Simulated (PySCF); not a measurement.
**Two-component Hartree-Fock for Sc(20+) (scandium, charge +20)**

Start: 1s1; 1s1/2 filled at m_j = +1/2. Calculated with PySCF 2.14 in an even-tempered Gaussian basis (15 s from 20 bohr⁻², ratio 2.4; 9 p from 27 bohr⁻², ratio 2.4; 3 d from 79 bohr⁻², ratio 2.6; 3 f from 120 bohr⁻², ratio 2.6): generalised Hartree-Fock with the X2C-1e Hamiltonian and a Gaussian nucleus; one run each with spin-orbit coupling (SO) switched off, then screened by Boettger's factors.

| spinor shell | electrons | ε, spin-free (eV) | ε, screened SO (eV) | weight of nominal j (screened SO) | rms radius, screened SO (bohr) |
| --- | --- | --- | --- | --- | --- |
| 1s1/2 | 1 | -6035.7 | -6035.7 | 1.000 | 0.0817 |

| quantity | spin-free | screened SO |
| --- | --- | --- |
| E (hartree) | -221.80903 | -221.80903 |
| M_J | 1/2 | 1/2 |
| ⟨J²⟩ | 0.750 | 0.750 |
| ⟨L²⟩ | 0.000 | 0.000 |
| ⟨S²⟩ | 0.750 | 0.750 |

Without spin-orbit coupling the j labels of p, d and f shells carry no meaning; the spin-free column gives the mean over the occupied spinors of each nl shell.
